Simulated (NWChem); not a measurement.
Molecule: BeSiH3I; SMILES [SiH3][Be][I]

Computed with NWChem. Pople sets run with spherical d functions. Structure relaxed at the PBE0/def2-SVP (def2 core potentials past Kr) level. Total energies compare along this basis series because the functional is fixed.

```tsv
level	basis functions	energy (Ha)	highest occupied level (eV)	orbital gap (eV)	dipole (D)
TPSS/STO-3G, non-relativistic	44	-7155.1229	-5.15	5.86	0.07
TPSS/3-21G, non-relativistic	59	-7194.1024	-7.19	___	0.19
TPSS/6-311G**, non-relativistic	124	-7225.2530	-7.22	5.14	0.18
```

**Question.** What belongs in the gaps?

**Answer.** 
- TPSS/3-21G, non-relativistic, orbital gap (eV): 5.23
